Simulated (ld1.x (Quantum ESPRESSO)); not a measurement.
Which change was made? (Mn, TM)

```json
{
  "Element": "Mn (Z = 25)",
  "Generator": "ld1.x (Quantum ESPRESSO) 7.5",
  "Type": "norm-conserving Troullier–Martins (Kleinman–Bylander form)",
  "Functional": "PBEsol",
  "Relativity": "non-relativistic",
  "Frozen core": "[Ar]",
  "Valence charge": "7",
  "Reference configuration": "3d5 4s1.5 4p0.5",
  "Partial waves": "4s (bound): rc 2.65 bohr; 4p (bound): rc 3.35 bohr; 3d (bound): rc 1.40 bohr; 4f channel at 0.45 Ry: rc 2.85 bohr",
  "Local potential": "all-electron potential smoothed inside 1.10 bohr (lloc = -1)",
  "Core correction": "a·sin(br)/r model core inside 1.10 bohr"
}
```

Cutoffs, loose and tight: the cutoffs (Ry, on a coarse ladder) from which the occupation-weighted sum of valence levels, in a spherical-Bessel basis at the reference potential, stays within 10 and 1 mRy of its value at 400 Ry. They do not see the model core or the augmentation charge, which bear on the density cutoff. Test errors are all-electron minus pseudo excitation energies from the reference, over the configurations 3d5 4s2 4p0; 3d5 4s1 4p0; 3d5 4s0 4p0; 3d5.5 4s1.5 4p0; 3d5 4s0 4p2; 3d5 4s1 4p1; 3d4 4s2 4p1; variants that change the core or the reference have their own tests. The largest error is taken over the tests solved by every variant that gives reliable tests at all, those not shown here included: 3d5 4s0 4p0; 3d5 4s1 4p0; 3d5 4s1 4p1; 3d5 4s2 4p0.

The base gives: outcome: generated; cutoff, loose: 110 Ry; cutoff, tight: 140 Ry; bound ghosts: s, p; largest test error (meV): -39.

Question: After one change the result is: outcome: generated; cutoff, loose: 110 Ry; cutoff, tight: 140 Ry; bound ghosts: none; largest test error (meV): -44. Which change was it?
A. local potential all-electron potential smoothed inside 3.44 bohr (lloc = -1)
B. local potential all-electron potential smoothed inside 1.84 bohr (lloc = -1)
C. local potential all-electron potential smoothed inside 2.42 bohr (lloc = -1)

Answer: A. The others give: local potential all-electron potential smoothed inside 2.42 bohr (lloc = -1) → outcome: generated; cutoff, loose: 110 Ry; cutoff, tight: 140 Ry; bound ghosts: none; largest test error (meV): -40 | local potential all-electron potential smoothed inside 1.84 bohr (lloc = -1) → outcome: generated; cutoff, loose: 110 Ry; cutoff, tight: 140 Ry; bound ghosts: s; largest test error (meV): -40.
